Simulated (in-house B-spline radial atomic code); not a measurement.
## Two electrons outside the [Ne] 3s2 core: Rb23+

Computed with a B-spline radial code for spherical atoms: configuration interaction (CI) of the two valence electrons in the field of the frozen Dirac-Fock core, alone and with many-body perturbation theory for the core (screened one- and two-electron correlation potentials), Breit and QED terms; no-pair Dirac Hamiltonian, finite nucleus. Labels give the configuration (outer n counted up each series) and the leading LS term, or the jj pair where no LS term holds 70 %.

The outer s² shell of this core is soft: its mixing with p² is only treated to second order, so levels can be several per cent off.

Command:
```bash
python run_mb.py task.json out
```
Settings (nuclear radius in fm, box in bohr, cutoff in hartree):
```
basis_form          3
Z                   37
core_configuration  [Ne] 3s2
rms_radius          4.2036
mass_number         85
speed_of_light      137.036
box_radius          3.6
lmax                6
intervals           58
virtual_cutoff      2738.0
```

Run time, properties included: 110 s on 1 thread of Arm Neoverse N1 (shared host).

Excitation energies (cm⁻¹):

```csv
level,purity of the LS term,CI alone,CI + MBPT + Breit + QED
3p2 3P0,0.847,0,0
3p2 3P1,1.0,82897,79843
"3p2 (1/2,3/2)2",0.553 (3P),?,?
"3p2 (3/2,3/2)2",0.552 (1D),?,?
3p2 1S0,0.846,285481,283327
```

Where does 3p2 (3/2,3/2)2 lie?

218222 cm⁻¹ in CI alone and 208881 cm⁻¹ with all corrections.

Where does 3p2 (1/2,3/2)2 lie?

111943 cm⁻¹ in CI alone and 105841 cm⁻¹ with all corrections.

What is the first ionisation energy?

1079.2 eV to the 3p1/2 state of the next ion (1078.5 eV from CI alone). NIST lists 1080 ± 3 eV (semi-empirical).
